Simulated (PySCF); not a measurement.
Species: BF2H6NSi2.
Structure used (PBE0-D3(BJ)/def2-SVP), in Å, numbered top down from 1:
```
atom  x, y, z in Å
F1    -2.0411    1.0725    0.1497
B2    -1.7539    0.3255   -0.9018
F3    -2.4782    0.5336   -1.9836
Si4   -0.3027   -1.0939   -0.8130
N5     0.7755   -0.7060    0.4987
Si6    1.2014    0.8795    1.0827
H7     0.3695   -1.2085   -2.1479
H8    -0.9552   -2.4166   -0.5472
H9     1.2282   -1.4932    0.9543
H10    2.6786    0.9772    1.2918
H11    0.7827    1.8593    0.0357
H12    0.5329    1.2423    2.3705
```

The closed-shell ground state was solved at several levels (PySCF, density fitting, gas phase, non-relativistic).

```json
{"level": "PBE0/def2-SVPD", "basis functions": "182", "total energy (Eh)": "-861.1151", "HOMO (eV)": "-7.59", "LUMO (eV)": "-1.27", "gap (eV)": "6.32", "dipole (D)": "1.86"}
{"level": "PBE0/pcSseg-1", "basis functions": "146", "total energy (Eh)": "-861.4491", "HOMO (eV)": "-7.55", "LUMO (eV)": "-1.10", "gap (eV)": "6.45", "dipole (D)": "1.79"}
```

Task: Estimate the row for wB97X-D/pcSseg-2, a basis of 314 functions; the other rows only guide the guess.

Result: Total energy -862.1022 Eh, HOMO -9.49 eV, LUMO 0.64 eV, gap 10.13 eV, dipole 1.82 D.

Task: Over all these levels, which gives the widest orbital gap and which the narrowest?

Result: wB97X-D/pcSseg-2 (range-separated hybrid) has the widest, 10.13 eV, and PBE0/def2-SVPD (global hybrid, 25 % exact exchange) the narrowest, 6.32 eV. Functional and basis both differ between the two, so the spread mixes both effects.

Task: How far do the dipole and the HOMO energy spread over the levels?

Result: The dipole runs from 1.79 to 1.86 D (mean 1.82 D) and the HOMO from -9.49 to -7.55 eV.

One conformer stands for the species.

wB97X-D is run here without its empirical dispersion term; that term would change no orbital, density or response property at a fixed geometry.
